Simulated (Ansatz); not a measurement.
A geometry relaxed with PBE-D3(BJ)/def2-SVP run with Ansatz (a first-principles code), charge 0, multiplicity 1:

```xyz
19

N      4.6060    -1.0705    -0.0325
C      0.1233     0.8680    -0.0559
C      2.0239    -0.7055     0.0001
H      2.2139     1.4536    -0.1364
H      1.5646    -2.8320     0.1402
H     -3.7698    -1.8353     0.1921
H      0.6443     3.5748    -0.2331
C      1.1575    -1.8127     0.0863
C     -2.7135    -1.5402     0.1517
S     -1.4877    -2.7769     0.2026
C     -0.7631    -0.2471     0.0314
C      3.4424    -0.9105    -0.0175
C     -0.2218    -1.5709     0.1009
C     -2.2016    -0.2675     0.0636
H     -2.8327     0.6310     0.0221
Si    -0.5283     2.6400    -0.1505
H     -1.4050     2.8168    -1.3613
C      1.5004     0.6189    -0.0700
H     -1.3526     2.9658     1.0662
```

Problem. Write the SMILES of this molecule.

Solution. `N#Cc1cc([SiH3])c2ccsc2c1`
